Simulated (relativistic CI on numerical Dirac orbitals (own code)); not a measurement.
d8 in a ligand field

Computed with a parametric ligand-field model of a d^n configuration (Racah B and C, spin-orbit zeta, crystal field), exact diagonalisation.

Field parameters in Wybourne normalisation: Oh B⁴₀ = 21Dq, B⁴₄ = √(5/14) B⁴₀. The field is a parameter set, without covalency.

B = 580 cm⁻¹, C = 2690 cm⁻¹ (C/B = 4.64), Oh, no spin-orbit coupling. Tanabe-Sugano data, E/B above the lowest term (Δ = |10Dq|; b, c mark the second and third term of a kind):

```csv
Δ/B,3A2,3T2,3T1,1E,1T2,1A1
1.0,0.00,1.00,1.79,15.00,15.67,22.05
5.0,0.00,5.00,8.68,16.28,20.69,24.61
9.0,0.00,9.00,15.00,16.66,25.19,26.47
13.0,0.00,13.00,20.68,16.84,29.47,27.83
17.0,0.00,17.00,25.79,16.94,33.63,28.85
21.0,0.00,21.00,30.51,17.00,37.74,29.62
25.0,0.00,25.00,35.00,17.04,41.82,30.22
29.0,0.00,29.00,39.34,17.07,45.88,30.69
33.0,0.00,33.00,43.58,17.10,49.93,31.08
37.0,0.00,37.00,47.77,17.12,53.96,31.40
41.0,0.00,41.00,51.91,17.13,57.99,31.66
45.0,0.00,45.00,56.03,17.14,62.02,31.89
```

The ground term stays 3A2.
